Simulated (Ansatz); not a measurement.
`CCCCCCCS` + `CCC` → `CCCCCCCCC` + CH₃SH  (formal exchange of groups at a C–C bond)

Calculated with Ansatz (gas phase, PBE0-D4/def2-TZVP geometries, no zero-point term in ΔE). CCSD(T)/CBS is the MP2 limit (def2-TZVPP, def2-QZVPP) plus CCSD(T) − MP2 in def2-TZVPP, frozen cores. This one scheme is used for every species. Functionals use def2-TZVPP. B3LYP here is the variant with VWN-RPA as its local correlation; programs differ in this. One conformer a species, not always the lowest.

(1) Is it downhill or uphill in electronic energy at CCSD(T)/CBS, and by how much? (An estimate is asked.)

(2) What do these levels give: r2SCAN-D4, PBE0-D4, B3LYP-D4, ωB97X-V, PBE0, B3LYP, SCS-MP2/def2-TZVPP, CCSD/def2-TZVPP, HF/def2-QZVPP, SCS-MP2/def2-QZVPP, HF/CBS(def2), CCSD/CBS(def2)? (Best estimate.)

Largest T1 diagnostic among the species: 0.009.

Answers

(1) Computed: Uphill: ΔE = +3.1 kcal/mol.

(2) Computed: r2SCAN-D4 3.3, PBE0-D4 3.3, B3LYP-D4 3.3, ωB97X-V 2.9, PBE0 4.0, B3LYP 4.3, SCS-MP2/def2-TZVPP 3.3, CCSD/def2-TZVPP 3.0, HF/def2-QZVPP 4.1, SCS-MP2/def2-QZVPP 3.3, HF/CBS(def2) 4.1, CCSD/CBS(def2) 3.1 kcal/mol.

In def2-TZVPP, CCSD(T) changes the Hartree–Fock value by −1.2 kcal/mol (the triples alone add −0.0 kcal/mol) and MP2 by −1.0 kcal/mol. The D4 term adds −1.0 kcal/mol with B3LYP and −0.7 kcal/mol with PBE0; it sums over pairs of atoms, weighted by their polarisabilities, and B3LYP, whose exchange is more repulsive, gets the larger term.
